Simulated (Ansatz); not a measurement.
Ag2H2S2⁺, that is (AgSH)2 ring with one electron fewer. Total charge 1; doublet. Geometry PBE-D4/def2-SVP; atoms count from 1.

```xyz
6

Ag    1.112    1.072    0.294
S    -1.220    0.954    1.140
Ag   -1.114   -1.070   -0.295
S     1.220   -0.954   -1.139
H    -0.901    0.302    2.303
H     0.903   -0.304   -2.303
```

In the def2 sets Ag takes a core potential; there is no spin–orbit coupling. No other spin state of charge 1 was run.

Question: Estimate the Mulliken populations from the PBE0/def2-TZVP orbitals of Ansatz.

Answer: 
| atom | charge (e) | spin (α − β) | d electrons |
| --- | --- | --- | --- |
| Ag1 | 0.50 | 0.06 | 9.82 |
| S2 | -0.23 | 0.45 | – |
| Ag3 | 0.50 | 0.06 | 9.82 |
| S4 | -0.23 | 0.45 | – |
| H5 | 0.23 | -0.01 | – |
| H6 | 0.23 | -0.01 | – |
Mulliken values and Mayer orders depend strongly on the basis.

Question: Where does the spin sit?

Answer: Summed by element: Ag 0.13, S 0.89, H -0.02, of 1 unpaired in all. Largest on single atoms: S2 0.45, S4 0.45, Ag1 0.06.

Question: And the Mayer bond orders between bonded heavy atoms (over 0.3)?

Answer: Ag1–S2 0.63 (2.48 Å); Ag1–S4 0.63 (2.48 Å); S2–Ag3 0.63 (2.48 Å); Ag3–S4 0.63 (2.48 Å).
